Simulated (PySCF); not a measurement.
Ligands exchanged one at a time, Ga Cl-CH3. Isolated molecules, 0 K electronic values unless said otherwise. Strings in code marks are SMILES.

Calculation: PBE-D3(BJ)/def2-TZVP // B3LYP-D3(BJ)/def2-TZVP run with PySCF 2.14.0. All candidates: neutral, multiplicity 1. Excitations are Tamm–Dancoff values on a coarser integration grid. The basis has no diffuse functions, so Rydberg states are missing or too high.

```
Property               Result
-------------------  --------
LUMO                 -3.03 eV
S1 excitation (TDA)   5.14 eV
T1 excitation (TDA)   4.82 eV
```

Identify which member has these values.
A. `[CH3][Ga]([CH3])[CH3]`
B. `[Cl][Ga]([Cl])[Cl]`
C. `[CH3][Ga]([Cl])[Cl]`
D. `[CH3][Ga]([CH3])[Cl]`

B, `[Cl][Ga]([Cl])[Cl]`. The others give `[CH3][Ga]([CH3])[CH3]`: -1.36 eV, 4.93 eV, 4.65 eV; `[CH3][Ga]([Cl])[Cl]`: -2.03 eV, 5.50 eV, 5.31 eV; `[CH3][Ga]([CH3])[Cl]`: -1.73 eV, 4.90 eV, 4.71 eV
